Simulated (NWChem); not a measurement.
System: BAsH$_{4}$; SMILES B[AsH2]

NWChem input:

```
start job
memory heap 200 mb stack 900 mb global 1100 mb
geometry units angstroms noautosym nocenter noautoz
  B      0.006921     1.661155     0.000000
  As     0.005689    -0.321521     0.000000
  H      0.961989    -0.598723    -1.140667
  H      0.961989    -0.598723     1.140667
  H     -0.076904     2.254665     1.047250
  H     -0.076904     2.254665    -1.047250
end
basis spherical
  B library 6-31g*
  As library 6-31g*
  H library 6-31g*
end
dft
  xc hfexch
  iterations 150
end
property
  shielding 4 1 2 3 5
end
task dft property
```

Coordinates come from a PBE0/def2-SVP optimisation.

GIAO values for the isolated, static molecule; σ is the absolute isotropic shielding, δ = σ(reference) − σ with the isolated reference molecule computed at the same levels (11B: boron trifluoride, 1H: tetramethylsilane).

Atoms are numbered as in the input.

**Question.** What results follow from this input? (Hartree-Fock/6-31G* (spherical d), GIAO.) Quantities: δ B1 (ppm); σ As2 (ppm); δ H3 (ppm); δ H5 (ppm).

**Answer.** 
| Property | Result |
|---|---|
| δ B1 (ppm) | 85.8 |
| σ As2 (ppm) | 1945.6 |
| δ H3 (ppm) | 3.46 |
| δ H5 (ppm) | 9.33 |
